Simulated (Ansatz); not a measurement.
Relative stability

The two ends of one reaction step of SiH5SBrO, closed shell (PBE0-D4/def2-TZVP).

A:

Si1  (-0.508, -1.043, 0.000)
S2  (0.567, -0.092, 1.612)
H3  (-1.702, -1.733, 0.529)
H4  (0.502, -1.992, -0.527)
O5  (-1.061, 0.020, -1.106)
H6  (1.400, 1.386, 0.097)
Br7  (1.700, 2.143, -1.108)
H8  (-0.468, 0.674, 2.001)
H9  (-0.430, 0.635, -1.498)
(Å)

B:

| atom | x (Å) | y (Å) | z (Å) |
| --- | --- | --- | --- |
| Si1 | -0.5313 | -0.2628 | -0.7835 |
| S2 | 0.9521 | -0.2067 | 2.5952 |
| H3 | -1.5350 | -0.2414 | 0.2929 |
| H4 | 0.5316 | -1.2737 | -0.5980 |
| O5 | -1.3650 | -0.4987 | -2.1703 |
| H6 | 1.9726 | 0.2766 | 1.8710 |
| Br7 | 0.5073 | 1.7148 | -0.8428 |
| H8 | 0.3506 | 0.9917 | 2.6344 |
| H9 | -0.8829 | -0.4998 | -2.9989 |

Ansatz 0.2.0; basis: def2-TZVPP; cores frozen in the correlated methods. Filled d shells of the heavier atoms are correlated. The def2 sets are not built for correlating such inner shells, so the correlated values are less sure here. B3LYP uses VWN-RPA correlation.

Question: Which structure is lower at CCSD(T), and by how much? (Judge from chemistry; the value comes from the calculation.)

Answer: Computed: B, by 0.267 eV (electronic energy, against the other). By their contacts, A is a complex of SiH₄SO ([OH][SiH2][SH]) + HBr and B is a complex of SiH₃BrO ([OH][SiH2][Br]) + H₂S.

All methods give the same order:

```json
{"method": "SPW92", "E(B) − E(A) (eV)": "-0.007"}
{"method": "PBE-D4", "E(B) − E(A) (eV)": "-0.123"}
{"method": "BLYP-D4", "E(B) − E(A) (eV)": "-0.161"}
{"method": "r2SCAN-D4", "E(B) − E(A) (eV)": "-0.193"}
{"method": "B97M-V", "E(B) − E(A) (eV)": "-0.226"}
{"method": "PBE0-D4", "E(B) − E(A) (eV)": "-0.192"}
{"method": "B3LYP-D4", "E(B) − E(A) (eV)": "-0.218"}
{"method": "r2SCAN0-D4", "E(B) − E(A) (eV)": "-0.240"}
{"method": "BHLYP-D4", "E(B) − E(A) (eV)": "-0.301"}
{"method": "CAM-B3LYP-D4", "E(B) − E(A) (eV)": "-0.248"}
{"method": "wB97X-V", "E(B) − E(A) (eV)": "-0.282"}
{"method": "wB97M-V", "E(B) − E(A) (eV)": "-0.292"}
{"method": "B2PLYP", "E(B) − E(A) (eV)": "-0.259"}
{"method": "PBE-QIDH", "E(B) − E(A) (eV)": "-0.249"}
{"method": "RPA on PBE", "E(B) − E(A) (eV)": "-0.297"}
{"method": "HF", "E(B) − E(A) (eV)": "-0.502"}
{"method": "MP2", "E(B) − E(A) (eV)": "-0.252"}
{"method": "CCSD", "E(B) − E(A) (eV)": "-0.311"}
{"method": "CCSD(T)", "E(B) − E(A) (eV)": "-0.267"}
```

T1 diagnostic: at most 0.010.

Labels in which every atom is bracketed show which atoms are joined, not bond orders.

For scale, one of the runs: CCSD(T)/def2-TZVPP, 233 basis functions, launched by `ansatz run in.yaml --threads 8 --pin off --events-out ev --progress --plain --max-ram 19148MiB`. Hardware: 8 CPU threads of an Arm Neoverse V1, shared host. Wall time 95 s; peak host memory 4 GiB.
